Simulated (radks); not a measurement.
Q: Excited configurations of Ag: one electron is placed in a higher orbital outside [Kr] 4d10. The ground configuration is [Kr] 4d10 5s1. Calculated with a radial shooting solver on a logarithmic mesh with Libxc functionals: Dirac Kohn-Sham, PBEsol, spin-unpolarised, spherical densities, point nucleus; open shells fill j = l - 1/2 first. Excitation = E - E(ground); binding = E(ion) - E, where the ion is the core of charge +1; n* = 1/sqrt(2 binding) in atomic units, and the quantum defect is n - n*.

outer orbital  excitation (eV)  binding (eV)     n*  quantum defect  eigenvalue (eV)  <r> (bohr)
5p1/2                    3.827         3.921  1.863           3.137           -1.713       4.624
5f5/2                    7.131         0.617  4.695           0.305           -0.359       29.89
6s1/2                    5.290         2.459  2.352           3.648           -1.442       8.655
6p1/2                    5.979         1.769  2.773           3.227           -1.001       11.25
6d3/2                    6.792         0.956  3.772           2.228           -0.541       19.94
7s1/2                    6.461         1.287  3.251           3.749           -0.797       16.81
7d3/2                    7.103         0.645  4.593           2.407           -0.397       31.85
7f5/2                    7.413         0.335  6.369           0.631           -0.220       62.49

Estimate the row for 5d3/2.

A: excitation (eV) 6.207; binding (eV) 1.542; n* 2.971; quantum defect 2.029; eigenvalue (eV) -0.711; <r> (bohr) 10.52. The Delta-SCF ionisation energy is 7.748 eV (NIST Atomic Spectra Database: 7.576 eV, measured). Self-interaction in the functional shifts the binding energies and quantum defects, so they are the method's values and not measured ones. Spin polarisation and multiplet splitting are left out, so open shells lie too high by an amount that depends on their filling.

Beside tabulated values, note that spin-unpolarised runs miss the spin-polarisation part of the exchange energy of open shells.
